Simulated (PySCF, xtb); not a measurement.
BBr2, SMILES Br[B]Br, multiplicity 2.

Harmonic wavenumbers (cm⁻¹) from xtb 6.7.1 with GFN2-xTB at its own minimum, in rising order: 169, 591, 782.

**Question.** What does B3LYP-D3(BJ)/def2-TZVP in PySCF give at its own minimum? (An estimate is asked for; the answer gives what the named calculation found.)

**Answer.** 173, 545, 838. Paired by order, the mean absolute difference is 36 cm⁻¹ and the zero-point energies are 2.2 and 2.2 kcal/mol.
